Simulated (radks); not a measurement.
Results of a calculation; reference values are marked as such.
Species: Al XIII. Configuration: 1s1 (the NIST ground configuration). Level of theory: Dirac Kohn-Sham, BLYP, spin-unpolarised, spherical densities, finite nucleus; Fermi nuclear charge, rms radius 3.061 fm (a radial shooting solver on a logarithmic mesh with Libxc functionals).

Normalised radial functions P(r) = r R(r) (large component), r in bohr:

r	1s1/2	2p1/2	2p3/2
0.006176	0.5391	0.0046	0.0042
0.006744	0.5841	0.0054	0.0049
0.007423	0.6370	0.0064	0.0060
0.008171	0.6940	0.0077	0.0072
0.008995	0.7555	0.0092	0.0087
0.009822	0.8158	0.0109	0.0103
0.01081	0.8861	0.0131	0.0123
0.0119	0.9612	0.0156	0.0149
0.013	1.0343	0.0184	0.0176
0.01431	1.1187	0.0221	0.0211
0.01575	1.2080	0.0264	0.0253
0.01733	1.3019	0.0316	0.0304
0.01893	1.3919	0.0371	0.0359
0.02083	1.4938	0.0443	0.0429
0.02293	1.5993	0.0528	0.0513
0.02525	1.7074	0.0629	0.0612
0.02757	1.8082	0.0737	0.0719
0.03035	1.9188	0.0875	0.0855
0.0334	2.0287	0.1038	0.1015
0.03677	2.1364	0.1228	0.1204
0.04015	2.2316	0.1430	0.1404
0.0442	2.3294	0.1686	0.1657
0.04865	2.4187	0.1982	0.1950
0.05312	2.4909	0.2293	0.2259
0.05848	2.5564	0.2680	0.2644
0.06437	2.6055	0.3123	0.3084
0.07085	2.6352	0.3626	0.3584
0.07737	2.6431	0.4142	0.4098
0.08517	2.6285	0.4770	0.4723
0.09375	2.5876	0.5466	0.5416
0.1032	2.5192	0.6230	0.6178
0.1127	2.4319	0.6988	0.6935
0.124	2.3103	0.7871	0.7817
0.1365	2.1628	0.8805	0.8750
0.1491	2.0073	0.9691	0.9637
0.1641	1.8193	1.0674	1.0621
0.1807	1.6173	1.1649	1.1599
0.1989	1.4075	1.2586	1.2539
0.2172	1.2140	1.3381	1.3338
0.239	1.0081	1.4142	1.4105
0.2631	0.8139	1.4752	1.4722
0.2896	0.6372	1.5173	1.5151
0.3163	0.4944	1.5361	1.5347
0.3482	0.3618	1.5323	1.5318
0.3832	0.2545	1.5015	1.5019
0.4218	0.1714	1.4429	1.4441
0.4606	0.1145	1.3643	1.3662
0.5071	0.0702	1.2514	1.2539
0.5582	0.0405	1.1102	1.1131
0.6095	0.0231	0.9604	0.9634
0.6709	0.0116	0.7876	0.7906
0.7385	0.0054	0.6205	0.6232
0.8129	0.0023	0.4684	0.4709
0.8877	0.0010	0.3475	0.3496
0.9771	0.0003	0.2389	0.2405
1.076	0.0001	0.1553	0.1565
1.184	0.0000	0.0949	0.0957
1.293	0.0000	0.0569	0.0574
1.423	0.0000	0.0303	0.0306

1s1/2: eigenvalue -2199.3 eV, 0 radial nodes, <r> = 0.116 bohr, 90 % of the charge inside 0.206 bohr. 2p1/2 (empty): eigenvalue -530.33 eV, 0 radial nodes, <r> = 0.405 bohr, 90 % of the charge inside 0.644 bohr. 2p3/2 (empty): eigenvalue -529.24 eV, 0 radial nodes, <r> = 0.407 bohr, 90 % of the charge inside 0.646 bohr.
